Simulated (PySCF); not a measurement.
Stepwise substitution at one centre (In H-CH3). All species are isolated molecules in the gas phase. Strings in code marks are SMILES.

The brightest of the four lowest singlets (TDA) from two functionals at the same geometries (PBE0-D4/def2-TZVP), both in PySCF: PBE-D3(BJ)/def2-TZVP and B3LYP-D3(BJ)/def2-TZVP. B3LYP has the VWN-RPA correlation part, as in Gaussian. Excitations are Tamm–Dancoff values on a coarser integration grid. The basis has no diffuse functions, so Rydberg states are missing or too high.

```json
[
 {"species": "1 of 3 H replaced by CH3 (`[CH3][InH2]`)", "PBE-D3(BJ)/def2-TZVP (eV)": "6.52", "B3LYP-D3(BJ)/def2-TZVP (eV)": "6.75"},
 {"species": "2 of 3 H replaced by CH3 (`[CH3][InH][CH3]`)", "PBE-D3(BJ)/def2-TZVP (eV)": "6.05", "B3LYP-D3(BJ)/def2-TZVP (eV)": "6.33"},
 {"species": "3 of 3 H replaced by CH3 (`[CH3][In]([CH3])[CH3]`)", "PBE-D3(BJ)/def2-TZVP (eV)": "5.74", "B3LYP-D3(BJ)/def2-TZVP (eV)": "6.08"}
]
```

Over these rows, drawn at random from the members with no instability flagged (it was tested for open shells, ions and some series alone), PBE minus B3LYP-D3(BJ): mean -0.29 eV, from -0.34 eV to -0.23 eV.
